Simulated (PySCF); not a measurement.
C3H8O2Si.
Structure used (GFN2-xTB), in Å, numbered top down from 1:
```
atom  x, y, z in Å
C1    -2.290    0.066    0.520
Si2   -0.715    0.443   -0.443
O3     0.458    1.032    0.547
C4     1.688    0.425    0.284
C5     1.415   -0.920   -0.422
O6     0.122   -0.877   -0.953
H7    -2.695    0.977    0.945
H8    -2.129   -0.641    1.329
H9    -3.039   -0.348   -0.144
H10   -0.915    1.318   -1.597
H11    2.222    0.288    1.227
H12    2.275    1.081   -0.368
H13    2.128   -1.093   -1.232
H14    1.473   -1.752    0.287
```

A PySCF run (density fitting, gas phase, GFN2-xTB geometry) gave HOMO -3.80 eV, LUMO 6.91 eV, dipole 0.34 D and E = -551.878 Eh.

Question: Which of these levels was it?
A. HCTH407/STO-3G
B. PBE0/pcSseg-1
C. PBE0/STO-3G
D. PBE0/def2-SVPD
E. B97-D/pcSseg-1

Answer: C. It is PBE0/STO-3G. All candidates on this geometry:

| level and settings | kind | basis functions | SCF cycles | E (Eh) | HOMO (eV) | LUMO (eV) | dipole (D) |
| --- | --- | --- | --- | --- | --- | --- | --- |
| B97-D/pcSseg-1 | GGA | 149 | 14 | -558.9083 | -6.28 | 0.60 | 0.67 |
| HCTH407/STO-3G, fitting basis def2-qzvpp-jkfit | GGA | 42 | 10 | -552.3557 | -2.28 | 5.34 | 0.38 |
| PBE0/def2-SVPD | global hybrid | 194 | 12 | -558.4461 | -7.87 | 0.63 | 0.57 |
| PBE0/pcSseg-1 | global hybrid | 149 | 12 | -558.6770 | -7.82 | 1.35 | 0.71 |
| PBE0/STO-3G, grid level 4 | global hybrid | 42 | 11 | -551.8782 | -3.80 | 6.91 | 0.34 |

The nearest other candidate, by the summed differences of HOMO and LUMO, is HCTH407/STO-3G: its HOMO differs by +1.52 eV and its LUMO by -1.57 eV. B97-D ran without the empirical dispersion term, which would shift the total energy alone. Cycle counts include a coarse-grid stage where the run had one.
